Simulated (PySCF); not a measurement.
## Telling isomers of C5H12OSi2 apart by NMR

- GIAO PBE0/pcSseg-1 shieldings
- PBE0-D3(BJ)/def2-SVP geometry
- code: PySCF 2.14.0 with density-fitted response routines
- non-relativistic Hamiltonian, single conformer, rapidly exchanging positions averaged, gas phase

Chemical shifts δ = σref − σ; TMS for 1H (31.27 ppm) and 13C (184.41 ppm), all at this level. Where no couplings were computed, multiplicities follow the n + 1 count of equivalent neighbours, and m marks all less simple cases (inequivalent or close neighbours, rings, F or P nearby). Shifts are as computed. Against solution values, carbons near 30 ppm lie about +2 ppm off and those near 130 ppm about +5 ppm. Of 1309 compounds with measured shifts, 239 miss one by over three times the rms of a fit or turn the order of signals round; such compounds aren't used in these exercises. OH and NH positions are gas-phase values without hydrogen bonding to other molecules.

(1) Tabulate the signals of `CC(C)[Si@H](O)C#C[SiH3]`, `C=CC(=C)O[SiH2]C[SiH3]` and their relative energies.

(2) What is the quickest way to tell CC(C)[Si@H](O)C#C[SiH3] from C=CC(=C)O[SiH2]C[SiH3]?

Answers

(1) 
| SMILES | carbon types | δC | δH | E rel. (kcal/mol) |
| --- | --- | --- | --- | --- |
| CC(C)[Si@H](O)C#C[SiH3] | 2×C 1×CH 2×CH3 | 122.4, 110.6, 17.4, 16.3, 15.7 | 4.75 (d, 1H), 4.17 (s, 3H), 1.08 (br s, 1H), 1.05 (d, 3H), 0.95 (m, 3H), 0.82 (m, 1H) | 0.0 |
| C=CC(=C)O[SiH2]C[SiH3] | 1×C 1×CH 3×CH2 | 164.3, 141.6, 124.3, 99.3, -7.2 | 6.20 (m, 1H), 6.03 (m, 1H), 5.51 (m, 1H), 5.18 (t, 2H), 4.74 (br s, 1H), 4.43 (br s, 1H), 4.05 (t, 3H), -0.11 (m, 2H) | 5.4 |

Energies are electronic energies at PBE0/pcSseg-1 on these geometries, without zero-point or thermal terms, each for the one conformer computed, which needn't be the lowest.

(2) Both give the same number of carbon signals, but DEPT or the intensities differ. The first has an sp3 CH bonded to Si at 17.4 ppm, the second an alkene CH at 141.6 ppm. Their most deshielded carbons lie at 122.4 and 164.3 ppm. In the proton spectra the most deshielded non-exchanging signals are 4.75 (d, 1H) and 6.20 (m, 1H).
